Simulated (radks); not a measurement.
The numbers below are computed, except where a source is named.
Ionisation of the thallium ion Tl22+, [Kr] 4d10 4f13, to Tl23+, [Kr] 4d10 4f12, under several functionals. Scalar-relativistic Kohn-Sham, spin-unpolarised, spherical densities, point nucleus; a radial shooting solver on a logarithmic mesh with Libxc functionals.

functional,E(Tl22+) (hartree),Exc (hartree),IE (eV),-e(HOMO) (eV),<r> HOMO (bohr),IE error (eV)
AM05,-20039.3386,-346.9366,672.06,648.28,0.4342,+32.1
exchange-only LDA,-20031.5801,-339.1142,669.69,645.92,0.4347,+29.7
Wu-Cohen GGA,-20048.5052,-356.0451,672.06,648.27,0.4344,+32.1
"LDA (Slater exchange, Perdew-Zunger correlation)",-20038.5503,-346.1241,672.38,648.60,0.4344,+32.4
PBEsol,-20044.4106,-351.9733,671.95,648.17,0.4343,+32.0
HCTH/407,-20060.5301,-368.4610,675.99,652.13,0.4325,+36.0
"LDA (Slater exchange, VWN5 correlation)",-20038.5623,-346.1352,672.39,648.62,0.4344,+32.4
PBE,-20049.9150,-357.4606,672.00,648.21,0.4344,+32.0

NIST Atomic Spectra Database: 640 eV (theoretical). Closest: exchange-only LDA. The Delta-SCF values span 6.30 eV, the total energies 28.95 hartree. The highest occupied level is 4f. Spin polarisation and multiplet splitting are left out, so open shells lie too high by an amount that depends on their filling. Spin-orbit splitting is averaged out at the scalar-relativistic level.

Beside tabulated values, note that spin-unpolarised runs miss the spin-polarisation part of the exchange energy of open shells, and scalar-relativistic runs lack spin-orbit coupling.
